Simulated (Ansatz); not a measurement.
`OBN([SiH3])[SiH3]` + H–F → `FBN([SiH3])[SiH3]` + H₂O  (ligand exchange at a B–O bond)

Isolated molecules relaxed with PBE0-D4/def2-TZVP in Ansatz; ΔE leaves out vibrations. CCSD(T)/CBS adds triple-zeta CCSD(T) − MP2 to the extrapolated MP2 energy (def2 sets, frozen cores). This one scheme is used for every species. DFT in def2-TZVPP. One conformer a species, not always the lowest.

Problem. Is it downhill or uphill in electronic energy at CCSD(T)/CBS, and by how much? (Estimate.)

Solution. Ansatz gave: Downhill: ΔE = -3.0 kcal/mol.

Problem. What do these levels give: PBE-D4, PBE, MP2/def2-TZVPP, SCS-MP2/def2-TZVPP, HF/def2-QZVPP, HF/CBS(def2)? (Estimate.)

Solution. Ansatz gave: PBE-D4 -2.9, PBE -3.5, MP2/def2-TZVPP -2.4, SCS-MP2/def2-TZVPP -3.1, HF/def2-QZVPP -5.5, HF/CBS(def2) -5.5 kcal/mol.

Largest T1 diagnostic among the species: 0.012.

In def2-TZVPP, CCSD(T) changes the Hartree–Fock value by +2.4 kcal/mol (the triples alone add +0.3 kcal/mol) and MP2 by +3.0 kcal/mol. The D4 term adds +0.9 kcal/mol with B3LYP and +0.5 kcal/mol with PBE0; it sums over pairs of atoms, weighted by their polarisabilities, and B3LYP, whose exchange is more repulsive, gets the larger term.

B3LYP here is the variant with VWN-RPA as its local correlation; programs differ in this.
